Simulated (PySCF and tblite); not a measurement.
Values are calculated unless marked as measured or tabulated.
C₉H₈, numbered as in [CH:1]#[C:2][C:3]1=[C:4]([CH:5]=[CH2:6])[C:7](=[CH2:8])[CH2:9]1.

Conformers came from 60 starts (ETKDG and KDG, MMFF94s, GFN2-xTB); geometries are GFN2-xTB. Weights use B3LYP-D3(BJ)/def2-SVP (IEF-PCM, methanol) energies plus GFN2-xTB zero-point and thermal terms (modes under about 100 cm⁻¹ blended into free rotors). Symmetry numbers and mirror images are counted. Conformers within 3 kcal/mol (GFN2-xTB free energy) were kept, 10 at most. Codes: tblite and PySCF.

Torsions listed: C3–C4–C5–C6. The 4-ring runs over atoms 3–4–7–9.

| conformer | shape | symmetry | E(GFN2) kcal/mol |
| --- | --- | --- | --- |
| 1 | 4-ring flat; 180° | Cs | 0.50 |
| 2 | 4-ring flat; 0° | Cs | 0.00 |

Problem. Which of these conformers is the most populated at 298.15 K, and with what share?

Solution. Conformer 1, about 82 %.

Problem. Give the DFT energies and free energies relative to the lowest, and all weights.

Solution. 
```
conformer              shape  E(DFT) kcal/mol  G(298.15 K) kcal/mol  weight %
        1  4-ring flat; 180°             0.00                  0.00      82.3
        2    4-ring flat; 0°             0.87                  0.91      17.7
```

Problem. How does its share change from 200 K to 400 K?

Solution. From 91 % to 75 %; the mixing entropy goes from 0.60 to 1.11 cal/(mol K).
